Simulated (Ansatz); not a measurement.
Te₄Pb₂, relaxed as a singlet with RKS PBE-D4/def2-SVP in Ansatz, starting from the GFN1-xTB geometry. Force threshold 0.02 eV/Å.

In the def2 sets Pb, Te take a core potential; there is no spin–orbit coupling. The structure comes from a short search, and lower isomers may exist.

Start:

```xyz
6

Pb   -1.858    0.202   -1.341
Pb    1.114   -1.729    1.020
Te    0.893   -0.856   -1.781
Te   -1.019    2.141    0.608
Te    2.371    0.639   -0.024
Te   -1.501   -0.396    1.518
```

(1) Estimate the energy that the relaxation releases and the steps that it takes.

(2) Does the start keep its bonding and symmetry?

(3) Predict the relaxed structure.

Results:

(1) 20.9 kJ/mol, in 5 steps; 13 s on 4 threads of Arm Neoverse V1 on a shared host. No frequencies were taken in this run, so the end may be a saddle point.

(2) By distances, no bond broke or formed. The bond that changes most is Pb2–Te6, from 2.98 to 3.16 Å (atoms count from 1). Point group C2 at the start, C2 at the end, both within 0.05 Å.

(3) 
```xyz
6

Pb   -1.9390    0.1787   -1.3354
Pb    1.1520   -1.8061    0.9932
Te    1.0069   -0.8410   -1.8745
Te   -1.0979    2.1952    0.5883
Te    2.4506    0.6025   -0.0002
Te   -1.5727   -0.3293    1.6285
```
Bond lengths (bridged metal pairs left out): 6 × Pb–Te 2.91 to 3.16 Å; 2 × Te–Te 2.77 Å.
